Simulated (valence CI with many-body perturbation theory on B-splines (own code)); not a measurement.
# Hyperfine factors and g values of Eu¹³⁺

Computed by relativistic CI+MBPT: four valence electrons over a frozen Dirac-Fock core [Kr] 4d10, a basis of 7 s, 7 p, 7 d, 7 f, 4 g, 2 h functions for each j, with the one-electron correlation potential Σ1 (screened to all orders), the two-electron term Σ2, the three-electron term Σ3, Breit, model QED; selected single and double excitations, second order for the rest, scaled by the run's own slope (own B-spline code, finite nucleus).

No measured spectrum was set against this ion. As an estimate, terms of the open shell hold to a few per cent of their energy, and close levels can change places; configurations with another count of f electrons can be misplaced by thousands of cm⁻¹.

A/g_I is the dipole constant over the nuclear g factor μ/I (μ in nuclear magnetons, uniformly magnetised nucleus), B/Q the quadrupole constant per barn. Both hold the static response of the core; the bare values leave it out. Large factors of s and p1/2 electrons are usually good to 5 to 10 %; those of open d and f shells near neutrality can be off by tens of per cent, and small factors of p3/2, d and f electrons come from cancelling terms and can be off by a factor of two or in sign, in half-filled shells by more. B is blank for J = 1/2, where it vanishes, and for nearly pure S terms. Energies count from the lowest level. Levels with J = 0 are left out.

Names give the largest LS component (configuration and term), which can be under half, so a name can repeat, a term be missing and a line seem to break the LS rules; names also repeat where a configuration has a term twice. Letters in brackets count levels of one name in rising energy.

```
           Level  E (eV)      g  A/g_I (MHz)  A/g_I bare  B/Q (MHz/b)  B/Q bare
    4f2.5s2 3H_4  0.0000  0.809         1310        1250         1690      1430
    4f2.5s2 3H_5  0.7027  1.032          939        1040         1810      1510
    4f2.5s2 3F_2   1.166  0.679         1310        1100         -523      -439
    4f2.5s2 3H_6   1.398  1.164          733         932         2040      1680
    4f2.5s2 3F_3   1.646  1.082          835         966         -505      -434
    4f2.5s2 3F_4   1.706  1.128          863        1060        -85.4     -88.1
    4f2.5s2 1G_4   2.626  1.109          745         881        -62.8     -50.0
    4f3.5s 5I°_4   2.784  0.605       -11400      -10800          591       494
    4f3.5s 5I°_5   3.083  0.901          953         953          572       466
    4f3.5s 5I°_6   3.453  1.070         5550        5350          622       496
    4f3.5s 5I°_7   3.865  1.176         7600        7350          717       564
    4f2.5s2 1D_2   4.052  1.055          857         964        -1150      -971
    4f3.5s 5I°_8   4.300  1.247         8650        8380          844       660
4f3.5s 3I°_5 [a]   4.864  0.849         3730        3490          631       527
    4f2.5s2 1I_6   5.005  1.000          933         997         3970      3310
    4f2.5s2 3P_1   5.092  1.500        -13.9         364          599       498
    4f3.5s 5F°_1   5.269  0.027       -30100      -28700         -222      -180
    4f3.5s 5F°_2   5.415  1.008         5360        5110         -105     -88.8
    4f2.5s2 3P_2   5.514  1.429          500         953        -1240     -1030
4f3.5s 3I°_6 [a]   5.515  1.025        -2150       -1830          737       596
    4f3.5s 5F°_3   5.621  1.243        10800       10300         -310      -264
    4f3.5s 5F°_4   5.784  1.230         6920        6780         -814      -682
    4f3.5s 5S°_2   5.784  1.967        31600       30400                       
    4f3.5s 5F°_5   5.865  1.262        12800       12300        -1050      -873
4f3.5s 3H°_4 [a]   6.016  0.941        -5420       -4940         -188      -154
4f3.5s 3I°_7 [a]   6.144  1.137        -5120       -4500          871       691
4f3.5s 3H°_5 [a]   6.316  1.170        10400        9910         -196      -166
    4f3.5s 5G°_2   6.505  0.337       -19600      -18700        -81.9     -58.8
    4f3.5s 5G°_3   6.606  0.888        -2550       -2310        -67.2     -48.3
4f3.5s 3H°_6 [a]   6.694  1.183        11300       10700         -140      -137
    4f3.5s 5G°_4   6.867  1.113         8200        7860          129       110
4f3.5s 3G°_3 [a]   7.019  0.821        -7850       -7330         -794      -656
4f3.5s 3F°_2 [a]   7.201  0.768         9680        8920         -622      -511
    4f3.5s 5G°_5   7.255  1.229         9510        9160          111      86.6
    4f3.5s 3K°_6   7.337  0.860        -8100       -7500         2120      1740
4f3.5s 3G°_4 [a]   7.373  1.074         8470        8040         -732      -603
4f3.5s 1H°_5 [a]   7.393  1.077        -2260       -1900         -349      -295
    4f3.5s 3S°_1   7.460  1.555       -27700      -25100        -4.01     -3.81
    4f3.5s 3K°_7   7.501  1.018         6000        5720         2210      1810
```

Problem. Take the isotope of mass number 151, with I = 5/2, μ = 3.4635 μN and Q = 0.903 b. What is the hyperfine structure of 4f2.5s2 3H_5?

Solution. From the table A = 1300 MHz, B = 1640 MHz. Shifts from the centre of gravity in MHz: F = 5/2: -18800, F = 7/2: -14700, F = 9/2: -9330, F = 11/2: -2420, F = 13/2: 6170, F = 15/2: 16700.
